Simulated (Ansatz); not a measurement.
`Cl[SiH]1CS1` → C• + Cl• + 3 H• + S• + Si•  (atomization)

Program: Ansatz. Geometries: PBE0-D4/def2-TZVP. ΔE: electronic, gas phase. CCSD(T)/CBS is the MP2 limit (def2-TZVPP, def2-QZVPP) plus CCSD(T) − MP2 in def2-TZVPP, frozen cores. This one scheme is used for every species, atoms too. Functionals use def2-TZVPP. B3LYP here is the variant with VWN-RPA as its local correlation; programs differ in this. Open shells (•) are unrestricted, without spin–orbit coupling. Spin–orbit coupling would lower the free atoms: a little for C, Cl, S, Si.

```json
{"level": "B3LYP-D4", "ΔE (kcal/mol)": "567.7"}
{"level": "HF/def2-SVP", "ΔE (kcal/mol)": "405.9"}
```

(1) What does CCSD(T)/CBS give? (Best estimate.)

Largest T1 diagnostic among the species: 0.012.

## Answers

(1) Ansatz gave: +573.5 kcal/mol. The listed levels differ from it by -5.8, -167.6 kcal/mol.

The D4 term adds +7.6 kcal/mol with B3LYP and +3.9 kcal/mol with PBE0; it sums over pairs of atoms, weighted by their polarisabilities, and B3LYP, whose exchange is more repulsive, gets the larger term. From BLYP to BHLYP (50 % exact exchange), in def2-TZVPP and without D4, ΔE moves by −7.7 kcal/mol: exact exchange takes away binding that semilocal exchange gives to molecules. Leaving LDA and LC-ωPBE aside and taking each functional with its dispersion term where it has one, the values, not all of them listed here, spread over 31.6 kcal/mol, from BHLYP-D4 to PBE-D4. LDA lies +77.3 kcal/mol from PBE without D4, its usual overbinding.

For atomizations the MP2-based limit and the directly extrapolated one differ by several kJ/mol either way, and by 10 to 25 for some Ge, Se and Sn compounds, so smaller differences from it don't rank the levels.
